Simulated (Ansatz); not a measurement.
Molecule: sum formula H$_{4}$BSiO$_{2}$, net charge 0, doublet state. It need not be the lowest isomer of its formula. SMILES: [SiH3]B([O])O
Structure (B3LYP-D3(BJ)/def2-TZVP (Ansatz, a first-principles code) minimum search):
```
B
O 1 1.2762
O 1 1.3526 2 144.38
H 3 0.9664 1 113.46 2 0.00
Si 1 2.1467 2 91.99 3 180.00
H 5 1.4747 1 108.51 2 60.79
H 5 1.4747 6 111.73 1 119.59
H 5 1.4879 6 110.16 7 122.78
```
Charge 0, spin multiplicity 2.

Wanted: atomisation energy (electronic, to ground-state atoms), in kcal/mol. Correlated levels leave the core frozen unless marked. Open shells are spin-unrestricted. Spin-orbit coupling is left out. Non-relativistic unless marked X2C. The coupled-cluster limit lacks core correlation, which all-electron functionals hold. Basis-set limits of correlation are two-point, X^-3; Hartree-Fock from the larger set.

| level | program | atomisation energy (kcal/mol) |
|---|---|---|
| SVWN5/def2-TZVPD | Ansatz | 789.0 |
| PBE/def2-TZVPD | Ansatz | 695.6 |
| PBE-D3(BJ)/def2-TZVPD | Ansatz + dftd3 | 698.7 |
| PBE-D4/def2-TZVPD | Ansatz + dftd4 | 698.7 |
| revPBE-D3(BJ)/def2-TZVPD | Ansatz + dftd3 | 678.0 |
| r2SCAN-D3(BJ)/def2-TZVPD | Ansatz + dftd3 | 690.6 |
| HSE06-D4/def2-TZVPD | Ansatz + dftd4 | 680.1 |
| HSE06/def2-TZVPD | Ansatz | 677.7 |
| CAM-B3LYP-D3(BJ)/def2-TZVPD | Ansatz + dftd3 | 687.1 |
| CAM-B3LYP-D4/def2-TZVPD | Ansatz + dftd4 | 687.2 |
| LC-wPBE-D3(BJ)/def2-TZVPD | Ansatz + dftd3 | [?] |
| B2PLYP-D3(BJ)/def2-TZVPD | Ansatz + dftd3 | 677.2 |
| B2PLYP/def2-TZVPD | Ansatz | 674.6 |
| CCSD/STO-3G | Ansatz | 676.2 |
| X2C-CCSD(T)/cc-pVTZ-DK | Ansatz | [?] |
| CCSD(T)/CBS(aug-cc-pV(T+d)Z,aug-cc-pV(Q+d)Z) | Ansatz | 681.5 |

Problem. Fill in the missing entries.

Solution. 
- LC-wPBE-D3(BJ)/def2-TZVPD, atomisation energy (kcal/mol): 682.0
- X2C-CCSD(T)/cc-pVTZ-DK, atomisation energy (kcal/mol): 659.0
